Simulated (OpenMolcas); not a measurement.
An OpenMolcas run meant for Ta II (ANO-R2, X2C; inactive shells 1s 2s 2p 3s 3p 3d 4s 4p 4d 4f 5s 5p; intended active space 4 electrons in 6 orbitals (5d 6s)). One step of its input:

```
&CASPT2
Multistate=15 1 2 3 4 5 6 7 8 9 10 11 12 13 14 15
Frozen=14 16
IPEA=0.25
Imaginary=3.0
MaxIter=60
WThr=0.0 0.3 0.05
PrWF=0.5
NoMix
```

The run finished. Its levels beside those of a sound run (MS-CASPT2, IPEA 0.25 Eh, imaginary shift 0.1 Eh (closed shells correlated: 5s 5p)), in cm⁻¹ above each run's lowest level:

| Level | This run | Usual run |
| --- | --- | --- |
| 5d³ 6s ⁵F₁ | 0.0 | 0.0 |
| 5d³ 6s ⁵F₂ | 1082 | 1025 |
| 5d³ 6s ⁵F₃ | 2682 | 2682 |
| 5d² 6s² ³F₂ [65 %] | 8853 | 3565 |
| 5d³ 6s ³P₀(1) | 5785 | 3818 |
| 5d³ 6s ⁵F₄ | 4553 | 4568 |
| 5d³ 6s ³P₁(1) | 6581 | 4617 |
| 5d³ 6s ³P₂(1) [55 %] | 7097 | 5250 |
| 5d³ 6s ⁵F₅ | 6428 | 6425 |
| 5d² 6s² ³F₃ | 11047 | 6482 |
| 5d² 6s² ³F₄ | 13269 | 9259 |
| 5d³ 6s ⁵P₁ | 11918 | 11575 |
| 5d³ 6s ⁵P₃ | 13595 | 13360 |
| 5d⁴ ⁵D₀ | 14689 | 14447 |

Problem. Which setting is unsound, and how much does it matter here?

Solution. The level shift is far above the usual 0.1 to 0.3 hartree and damps the second-order energy. Against the sound run the excited levels shown move by 1600 cm-1 on average and by 5300 cm-1 at most.

CASPT2 does not keep the components of a term degenerate, so their means are used; among the terms shown or strongly mixed into the levels shown the widest spread is 720 cm-1 (5d² 6s² ³F, the sound run). Configurations are named by rounded mean occupations; where the s occupation lies near a half they are strongly mixed, a name can repeat and a true partner stay unpaired. A single d shell beside an s shell can misplace configurations of different d count against each other. The CASPT2 spread within a term exceeds the gap to the next term for 5d³ 6s ³P(1) and 5d² 6s² ³F, so the order of their levels is uncertain, and so are names and mixing where such terms share a J (holds for the sound run). Levels of configurations outside the active space are missing.

A share in square brackets marks a mixed level and gives the weight of the term that names it, the lowest over the columns. A number in round brackets counts repeated terms of one configuration in the order of the reference energies.
